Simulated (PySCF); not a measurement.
**Cu¹⁹⁺ (copper, charge +19): Hartree-Fock from Schrödinger to Dirac-Coulomb-Breit**

Occupied: 1s1/2, 2s1/2, 2p1/2, 2p3/2. Hartree-Fock calculated with PySCF 2.14 in an even-tempered Gaussian basis (20 s from 1.5 bohr⁻², ratio 2.3; 14 p from 1.8 bohr⁻², ratio 2.3), Gaussian nucleus throughout. NR is non-relativistic, sf-X2C the spin-free one-electron X2C Hamiltonian, X2C adds the bare one-electron spin-orbit term, X2C-SNSO screens it by Boettger's factors, DC is four-component Dirac-Coulomb, and the Gaunt and Breit terms are added at first order (total energies over the DC spinors, levels after relaxing the spinors in that mean field). QED terms are absent. Levels marked empty are virtual spinors of this ion.

```tsv
level (eV)	NR	sf-X2C	X2C	X2C-SNSO
1s1/2	-9705.3	-9808.6	-9808.5	-9808.5
2s1/2	-1826.2	-1851.4	-1851.4	-1851.4
2p1/2	-1691.8	-1698.6	-1714.3	-1713.2
2p3/2	-1691.8	-1698.6	-1691.0	-1691.5
3s1/2 (empty)	-663.51	-670.07	-670.06	-670.06
3p1/2 (empty)	-623.56	-626.01	-629.37	-629.13
3p3/2 (empty)	-623.56	-626.01	-624.39	-624.50
```

Task: Where do the four-component calculations put these levels?

Result: 1s1/2: DC -9813.1, DC+Gaunt -9801.8, DC+Breit -9802.4; 2s1/2: DC -1851.8, DC+Gaunt -1850.9, DC+Breit -1850.9; 2p1/2: DC -1713.3, DC+Gaunt -1711.6, DC+Breit -1711.8; 2p3/2: DC -1691.8, DC+Gaunt -1690.6, DC+Breit -1690.8; 3s1/2 (empty): DC -670.15, DC+Gaunt -669.94, DC+Breit -669.96; 3p1/2 (empty): DC -629.16, DC+Gaunt -628.79, DC+Breit -628.84; 3p3/2 (empty): DC -624.55, DC+Gaunt -624.30, DC+Breit -624.36 (eV).

```json
{"Hamiltonian": "NR", "E (hartree)": "-1443.3296", "E − E(DC) (hartree)": "13.8906", "CPU seconds": "0.43"}
{"Hamiltonian": "sf-X2C", "E (hartree)": "-1456.9508", "E − E(DC) (hartree)": "0.2694", "CPU seconds": "0.24"}
{"Hamiltonian": "X2C", "E (hartree)": "-1456.9950", "E − E(DC) (hartree)": "0.2252", "CPU seconds": "0.31"}
{"Hamiltonian": "X2C-SNSO", "E (hartree)": "-1456.9890", "E − E(DC) (hartree)": "0.2312", "CPU seconds": "0.31"}
{"Hamiltonian": "DC", "E (hartree)": "-1457.2202", "E − E(DC) (hartree)": "0.0000", "CPU seconds": "12"}
{"Hamiltonian": "DC+Gaunt", "E (hartree)": "-1456.5389", "E − E(DC) (hartree)": "0.6813", "CPU seconds": "22"}
{"Hamiltonian": "DC+Breit", "E (hartree)": "-1456.5957", "E − E(DC) (hartree)": "0.6245", "CPU seconds": "66"}
```

Weight of the small component: 1s1/2 0.0110, 2s1/2 0.00216, 2p1/2 0.00212, 2p3/2 0.00208, 3s1/2 0.000708, 3p1/2 0.000687, 3p3/2 0.000681.

Koopmans' value for the highest occupied level at DC+Breit: 1690.8 eV, against an ionisation energy of 1690.5 ± 0.9 eV (semi-empirical (NIST evaluation); NIST Atomic Spectra Database, ionization energies); the former lacks relaxation, correlation, QED and recoil.

The whole ladder took 100 s of wall time on 1 thread of Neoverse-V1 (shared host), launched as `OMP_NUM_THREADS=1 python relrun2.py TASK.json OUT` (a driver that calls PySCF for each Hamiltonian).

Dirac-Coulomb iterations, started from the X2C spinors:

```
with_ssss True, with_gaunt False, with_breit False
light speed = 137.03599967994
init E= -1456.07078265606
cycle= 1 E= -1457.22019015211  delta_E= -1.15  |g|= 0.211  |ddm|= 0.0187
cycle= 2 E= -1457.22022046633  delta_E= -3.03e-05  |g|= 0.00395  |ddm|= 0.00138
cycle= 3 E= -1457.22022060915  delta_E= -1.43e-07  |g|= 0.000297  |ddm|= 0.000129
cycle= 4 E= -1457.22022060999  delta_E= -8.39e-10  |g|= 1.46e-06  |ddm|= 8.39e-06
```
